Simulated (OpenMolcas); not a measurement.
An OpenMolcas run meant for Sc (ANO-L-VDZP, non-relativistic; inactive shells 1s 2s 2p 3s 3p; intended active space 3 electrons in 6 orbitals (3d 4s)). One step of its input:

```
&CASPT2
Multistate=10 1 2 3 4 5 6 7 8 9 10
Frozen=2 3
IPEA=2.0
Imaginary=0.1
MaxIter=60
WThr=0.0 0.3 0.05
PrWF=0.5
NoMix
```

The run finished. Its levels beside those of a sound run (SS-CASPT2, IPEA 0.25 Eh, imaginary shift 0.1 Eh (closed shells correlated: 3s 3p)), in cm-1 above each run's lowest level:

| Level | This run | Usual run |
| --- | --- | --- |
| 3d 4s2 2D 3/2 | 0.0 | 0.0 |
| 3d 4s2 2D 5/2 | 136 | 136 |
| 3d2 4s 4F 3/2 | 10883 | 11000 |
| 3d2 4s 4F 5/2 | 10930 | 11047 |
| 3d2 4s 4F 7/2 | 10995 | 11111 |
| 3d2 4s 4F 9/2 | 11078 | 11195 |
| 3d2 4s 2F 5/2 | 17048 | 14416 |
| 3d2 4s 2F 7/2 | 17182 | 14549 |
| 3d2 4s 2D 3/2 | 18887 | 17395 |
| 3d2 4s 2D 5/2 | 18886 | 17398 |
| 3d2 4s 4P 1/2 | 19320 | 18168 |
| 3d2 4s 4P 3/2 | 19350 | 18197 |
| 3d2 4s 4P 5/2 | 19406 | 18249 |
| 3d2 4s 2G 7/2 | 22674 | 21615 |

Task: Which setting is unsound, and how much does it matter here?

Result: The IPEA shift is far above its usual 0.25 hartree. Against the sound run the excited levels shown move by 1000 cm-1 on average and by 2600 cm-1 at most.

CASPT2 breaks the degeneracy within a term, and the mean is taken; among the terms shown or strongly mixed into the levels shown the widest spread is 2700 cm-1 (3d2 4s 2F, the sound run). Over all roots computed the reference weight is 0.86 to 0.93 in the sound run; the roots of lowest weight are the least certain, and an intruder state may touch them. A single d shell beside an s shell can misplace configurations of different d count against each other. Only configurations of the active space appear.
